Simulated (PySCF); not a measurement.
## C₈H₈O₃: full NMR table

```yaml
Formula: C8H8O3
SMILES: C=CC1=CC[C@H](OC=O)C1=O
InChI: InChI=1S/C8H8O3/c1-2-6-3-4-7(8(6)10)11-5-9/h2-3,5,7H,1,4H2/t7-/m0/s1
Point_group_of_the_computed_structure: C1
Degrees_of_unsaturation: 5
Carbon_signals: 8
Proton_signals: 8
```

Numbering as in the mapped SMILES `[CH2:1]=[CH:2][C:3]1=[CH:4][CH2:5][C@H:6]([O:7][CH:8]=[O:9])[C:10]1=[O:11]` (H(Xn): hydrogen on atom n). Ha(C1) is cis to C3; Ha(C5) is cis to O7 on the ring; Hb(C1) is trans to C3; Hb(C5) is trans to O7 on the ring.

No relativistic terms, one conformer, no solvent. Shielding tensors at PBE0/pcSseg-1 (GIAO); structure optimised with GFN2-xTB; PySCF 2.14.0 with density-fitted response routines.

δ = σ(ref) − σ, references computed at the same level: ¹H (31.72 ppm) and ¹³C (186.93 ppm) against TMS; ¹⁷O (336.08 ppm) vs H2O.

| carbon | δC, type | δH (multiplicity) | HMBC from (2–3 bonds) | span of the C tensor (ppm) |
| --- | --- | --- | --- | --- |
| C1 | 130.9, CH2 | Ha(C1) 7.38 (m); Hb(C1) 5.88 (m) | H(C2) | 234 |
| C2 | 134.6, CH | 6.69 (m) | H(C4), Ha(C1), Hb(C1) | 214 |
| C3 | 144.8, C | – | H(C4), Ha(C1), H(C2), H(C6), Hb(C1), Hb(C5), Ha(C5) | 211 |
| C4 | 166.3, CH | 7.51 (m) | H(C2), H(C6), Hb(C5), Ha(C5) | 232 |
| C5 | 37.4, CH2 | Ha(C5) 2.79 (m); Hb(C5) 3.05 (m) | H(C4), H(C6) | 27 |
| C6 | 73.6, CH | 6.32 (m) | H(C8), H(C4), Hb(C5), Ha(C5) | 71 |
| C8 | 164.7, CH | 8.29 (s) | H(C6) | 160 |
| C10 | 206.1, C | – | H(C4), H(C2), H(C6), Hb(C5), Ha(C5) | 167 |

Other nuclei:
| atoms | nucleus | environment | δ (ppm) | σ (ppm) |
| --- | --- | --- | --- | --- |
| O11 | ¹⁷O | ketone oxygen | 622.0 | -286.0 |
| O9 | ¹⁷O | ester carbonyl oxygen | 429.3 | -93.3 |
| O7 | ¹⁷O | ester alkoxy oxygen | 223.0 | 113.1 |

Carbon types of the structure: 2 × C, 4 × CH, 2 × CH2, which accounts for all hydrogens. δC 166.3: β carbon of a C=C–C=O unit; conjugation with the carbonyl draws π density from the β position. δC 164.7: ester carbonyl carbon; it is a carbonyl in resonance with an O or N lone pair, the region of acids, esters and amides. δC 144.8: α carbon of a C=C–C=O unit; as expected for a trigonal carbon in a double bond. δC 130.9: terminal =CH2 carbon; as expected for a trigonal carbon in a double bond. δC 73.6: sp3 CH bonded to O, α to a carbonyl; deshielded by the electronegative neighbour.

Shifts are as computed. Against solution values, carbons near 30 ppm lie about +3 ppm off and those near 130 ppm about +5 ppm. Of 1211 compounds with measured shifts, 218 miss one by over three times the rms of a fit or turn the order of signals round; such compounds aren't used in these exercises. Unscaled 17O shifts of doubly bonded oxygen tend to come out too high, by tens of ppm or more. Experimental scales use liquid or dissolved standards, which lie at an offset from isolated H2O (liquid H2O: subtract about 36 ppm). Multiplicities follow the n + 1 count of equivalent neighbours, as no J values were calculated; m marks all less simple cases, F and P coupling included.
